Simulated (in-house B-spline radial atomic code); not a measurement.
## BP86 excitations of Ge⁴⁺

Method: BP86. Computed with a B-spline radial code for spherical atoms: linear response of the closed shell [Ar] 3d10 with the functional's adiabatic kernel; scalar-relativistic (spin-free one-electron X2C), finite nucleus, no spin-orbit coupling, no double excitations, S, P, D and F terms only. Only terms of natural parity with L up to 3 were computed.

Command:
```bash
python run_td.py task.json out
```
Settings (radii: box in bohr, nucleus in fm):
```
Z                        32
electrons                28
configuration            [Ar] 3d10
hamiltonian              x2c
method                   b88,p86
box_radius               19.1
rms_radius               4.0742
intervals                72
```

Time taken, with all properties: 1.2 s on 1 thread of Intel(R) Xeon(R) Platinum 8259CL CPU @ 2.50GHz (Skylake/Cascade Lake), with other jobs on the host.

The lowest states, in the order of their Tamm-Dancoff energies; the method's threshold (minus the highest occupied level) is 78.08 eV. Labels give the largest channel, * marks a mixed state, and oscillator strengths are full-response dipole values. Semilocal kernels can invert the small singlet-triplet splittings of Rydberg terms. Energies in eV:

```tsv
state	full response	Tamm-Dancoff	oscillator strength
3d → 4s 3D	25.780	25.802	-
3d → 4s 1D	?	?	-
3d → 4p 3P	37.04	37.07	-
3d → 4p 3F	37.17	37.19	-
3d → 4p 1F	37.50	37.51	-
3d → 4p 1P	38.53	38.61	0.555
3d → 4d 3S	52.44	52.47	-
3d → 4d 3D	53.00	53.01	-
3d → 4d 1D	53.39	53.40	-
3d → 5s 3D	54.91	54.91	-
3d → 5s 1D	55.04	55.04	-
3d → 4d 1S	?	?	-
3d → 5p 3P	58.61	58.61	-
3d → 5p 3F	58.63	58.63	-
3d → 5p 1F	58.73	58.73	-
3d → 5p 1P	58.99	59.01	0.065
3d → 4f 3P	62.92	62.92	-
3d → 4f 3F	62.94	62.94	-
3d → 4f 1F	62.94	62.94	-
3d → 4f 1P	63.12	63.14	0.324
3d → 5d 3S	64.17	64.18	-
3d → 5d 3D	64.37	64.38	-
```

(1) Where does 3d → 4s 1D lie?

(2) Where does 3d → 4d 1S lie?

(3) How large is the singlet-triplet splitting of 3d → 4s (D terms) in Tamm-Dancoff?

(4) What polarisabilities and dispersion coefficient does the method give?

## Answers

(1) At 26.413 eV in full response, 26.422 eV in Tamm-Dancoff.

(2) At 56.32 eV in full response, 56.75 eV in Tamm-Dancoff.

(3) 0.62 eV, from the unrounded values.

(4) Dipole 0.8719 bohr³, quadrupole 1.331 bohr⁵, C6 1.672 hartree·bohr⁶ for two such species.
